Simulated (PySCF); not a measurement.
Hg²⁺ (mercury, charge +2) across methods

[Xe] 4f14 5d9 6p1, one real determinant (an excited configuration). Calculation: PySCF 2.14, in x2c-TZVPPall with one added diffuse shell each of s, p, d, f type (12s8p8d4f1g, 113 functions); the spin-free X2C one-electron Hamiltonian (Gaussian nucleus).

```csv
method,E (hartree),mean ε 5d α (eV),mean ε 5d β (eV),mean ε 6p α (eV),Σ⟨r²⟩ (bohr²),⟨S²⟩
UHF,-19618.45079,-40.817,-39.639,-19.650,47.98,2.002
M06,-19624.45,-35.588,-34.838,-17.803,47.63,2.001
BP86,-19626.48,-33.611,-32.821,-17.662,47.58,2.000
TPSSh,-19623.45,-34.379,-33.528,-17.721,47.63,2.001
r2SCAN,-19624.21,-33.965,-33.081,-17.680,47.48,2.001
LDA,-19612.21,-33.744,-32.939,-17.679,47.59,2.000
PBE,-19624.20,-33.524,-32.694,-17.519,47.68,2.000
PBE0,-19623.95,-35.618,-34.713,-18.200,47.61,2.001
```

⟨L²⟩ = 8.05 against 12 for a pure F term, so this real determinant mixes terms. Spin-orbit coupling, absent here, splits the open shell strongly.
